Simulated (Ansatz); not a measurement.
`CC[NH][SnH3]`, charge 0, multiplicity 1.

Task: Give a relaxed structure at PBE0-D4/def2-TZVP (the Gaussian-basis code of Ansatz). (Best estimate.)

Result: The calculation gave: 
Cartesian coordinates in Å:
```
C -1.545 1.389 0.040
C -0.807 0.071 -0.095
N 0.601 0.222 0.236
Sn 1.857 -1.322 -0.153
H -2.597 1.281 -0.237
H -1.089 2.149 -0.598
H -1.508 1.749 1.073
H -1.320 -0.692 0.513
H -0.876 -0.272 -1.134
H 0.708 0.581 1.177
H 3.384 -0.865 0.452
H 1.859 -1.504 -1.849
H 1.333 -2.786 0.576
```
This is one stationary point; other conformers may exist.
